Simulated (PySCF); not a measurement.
# Energy of Hf (hafnium, neutral) between two integer charges

The 5d alpha orbital of [Xe] 4f14 5d2 6s2 is emptied in steps (occupation f), with all orbitals relaxed, ending at [Xe] 4f14 5d1 6s2. Computed with PySCF 2.14 in aug-cc-pVTZ-PP with ECP60MDF (6s6p5d3f2g, 88 functions), with scalar relativity through the core potential. The exact energy is a straight line in f; departures are measured from the line between the end points of the same method.

```
  f  LDA (eV)  PBE (eV)
  1     0.000     0.000
0.8    -0.586    -0.591
0.6    -0.881    -0.897
0.4    -0.874    -0.905
0.2    -0.567    -0.607
  0     0.000     0.000
```

Question: For LDA, how does the orbital energy at f = 1 compare with the removal energy?

Answer: −ε = 3.407 eV against a total-energy difference of 7.045 eV. By Janak's theorem ε = ∂E/∂f, so the gap between them reflects the curvature. Along the path −ε is 4.831 (f = 0.8), 6.321 (f = 0.6), 7.843 (f = 0.4), 9.278 (f = 0.2) eV.

```json
{"method": "LDA", "E(f=0) − E(f=1) (eV)": "7.045", "−ε at f=1 (eV)": "3.407", "−ε at f=0.4 (eV)": "7.843"}
{"method": "PBE", "E(f=0) − E(f=1) (eV)": "7.119", "−ε at f=1 (eV)": "3.469", "−ε at f=0.4 (eV)": "7.837"}
```

Reference removal energy between the ground levels: 6.825 eV (measured; NIST Atomic Spectra Database, ionization energies). The calculation has no spin-orbit coupling.
